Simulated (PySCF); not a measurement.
# Worked example: oscillator strength and radiative lifetime

GeH₅Si, SMILES [SiH3][GeH2] (connectivity only; charge and spin as stated), charge +1, multiplicity 1.

Geometry: PBE0-D3(BJ)/def2-TZVP. The spin state was assumed, not searched. The isomer is the one that the SMILES or the coordinates give; other isomers of the formula were not compared.

TDA-CAM-B3LYP/def2-SVPD run with PySCF 2.14.0 puts the first singlet state with f over 0.02 at 5.81 eV (vertical), with the transition dipole (0.533, -0.182, 0.000) in atomic units.

Find the oscillator strength, the wavelength and the radiative lifetime that this transition would have in vacuum if emission retraced absorption.


|μ|² = 0.3172 au, so |μ| = 1.43 D. ΔE = 5.81/27.211 = 0.2135 hartree. f = (2/3) ΔE |μ|² = 0.045 (the program prints 0.045).
λ = 1239.84/5.81 = 213 nm; ν = 46861 cm⁻¹.
Einstein's coefficient A = 0.6670 ν² f s⁻¹ (ν in cm⁻¹) = 6.6e7 s⁻¹, so τ = 1/A = 15 ns. This state is S4; the lower singlets have f = 0.005, 0.001, 0.002. The figure is the radiative limit of this one transition; relaxation, internal conversion, crossing to triplets and a medium change what is measured.
